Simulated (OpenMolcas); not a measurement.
**Fe3+, Ru3+, Os3+: d⁵ down the group**

```yaml
Program: OpenMolcas 26.06
Method: SS-CASPT2, IPEA 0.25 Eh, imaginary shift 0.1 Eh
Basis: ANO-RCC-VTZP
Scalar_Hamiltonian: DKH2, point nucleus
Spin-orbit_coupling: RASSI with atomic mean-field integrals over the reference wave functions, term energies averaged over their components
```

Active space for each ion: 5 electrons in 10 orbitals (d d); closed shells correlated by CASPT2: Fe3+ 3s 3p; Ru3+ 4s 4p; Os3+ 5s 5p.

Computed levels in cm-1 above ⁶S_5/2:

| Level | Fe3+ | Ru3+ | Os3+ |
| --- | --- | --- | --- |
| ⁴G_7/2 | 33560 | 24190 | 21590 |
| ⁴G_9/2 | 33600 | 24350 | 23420 |
| ⁴G_11/2 | 33610 | 24320 | 22790 |
| ⁴P_1/2 | 37240 | 27510 | 24790 |
| ⁴D_7/2 | 40260 | 28720 | 27530 |
| ⁴D_1/2 | 40300 | 29500 | 30870 |
| ²I_11/2 | 49090 | 35430 | 32980 |
| ²I_13/2 | 49190 | 35970 | 36020 |
| ²F_7/2(1) | 54170 | 40930 | 45110 |
| weight of ⁶S in the lowest level (%) | 100 | 99 | 89 |

Mixed levels, with the weight of the term that names them: Ru3+ ⁴P_1/2 (72 %), Ru3+ ⁴D_1/2 (73 %), Ru3+ ²F_7/2(1) (72 %), Os3+ ⁴G_7/2 (69 %), Os3+ ⁴P_1/2 (61 %), Os3+ ⁴D_7/2 (72 %), Os3+ ⁴D_1/2 (65 %), Os3+ ²F_7/2(1) (60 %).

Measured, with the error of the calculation in %. Measured levels: Fe3+ from Corliss and Sugar, J. Phys. Chem. Ref. Data 11, 135 (1982).

```csv
Level,Fe3+
⁴G_11/2,32246 (+4.2)
⁴P_1/2,35407 (+5.2)
⁴D_7/2,38779 (+3.8)
⁴D_1/2,38897 (+3.6)
²F_7/2(1),51394 (+5.4)
```

Without spin-orbit coupling ⁴G lies 33590, 24260, 22410 cm-1 above ⁶S in that order; the difference to the level ⁴G_7/2, of either sign, comes from spin-orbit coupling, which also lowers the zero.

CASPT2 does not keep the components of a term degenerate, so their means are used; among the terms shown or strongly mixed into the levels shown the widest spread is 230 cm-1 (5d⁵ ²G(1), Os3+). Active for correlation alone: 4d; no level in the range computed is led by a configuration that fills it, so any true level of that kind is missing (holds for Fe3+). Active for correlation alone: 5d; no level in the range computed is led by a configuration that fills it, so any true level of that kind is missing (holds for Ru3+). Active for correlation alone: 6d; no level in the range computed is led by a configuration that fills it, so any true level of that kind is missing (holds for Os3+). Computed and measured levels are paired by configuration, term and J; levels that our copy of the source lacks, or whose pairing is in doubt (as where it misses far off the trend of its configuration), stay unpaired and out of the deviations. Levels of configurations outside the active space are missing.

A number in round brackets counts repeated terms of one configuration in the order of the reference energies.
